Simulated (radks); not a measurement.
Results of a calculation; reference values are marked as such.
Species: the gold ion Au4+. Configuration: [Xe] 4f14 5d7. Code: a radial shooting solver on a logarithmic mesh with Libxc functionals. Model: scalar-relativistic Kohn-Sham, r2SCAN, spin-polarised, spherical densities, finite nucleus; open shells are filled with parallel spins first (spin-orbit coupling, left out, can overturn this in heavy ions); meta-GGA in the generalised Kohn-Sham scheme; Fermi nuclear charge, rms radius 5.4371 fm. Some entries of the table are withheld. Estimate them.

orbital,occ.,eigenvalue (eV),<r> (bohr)
1s down,1,-80896.71,0.01687
1s up,1,-80896.70,0.01687
2s up,1,-14346.10,0.07112
2s down,1,-14345.70,0.07112
2p up,3,-12409.05,0.06425
2p down,3,-12408.74,0.06425
3s up,1,-3437.618,0.1837
3s down,1,-3437.562,0.1837
3p up,3,-2873.270,0.1850
3p down,3,-2873.182,0.1850
3d up,5,-2268.737,0.1677
3d down,5,-2268.495,0.1677
4s up,1,-794.2265,0.4069
4s down,1,-793.9048,0.4070
4p up,3,-608.3344,0.4331
4p down,3,-608.0579,0.4332
4d up,5,-383.8818,0.4582
4d down,5,-383.5487,0.4581
5s up,1,-163.8122,(1)
5s down,1,-161.6457,(2)
4f up,7,(3),0.4985
4f down,7,(4),0.4970
5p up,3,-114.1734,1.058
5p down,3,-111.4886,1.052
5d up,5,-56.5433,1.372
5d down,2,-53.5040,1.378

Answer. 
(1) 5s up <r> (bohr): 0.9265
(2) 5s down <r> (bohr): 0.9218
(3) 4f up eigenvalue (eV): -135.1861
(4) 4f down eigenvalue (eV): -134.7038
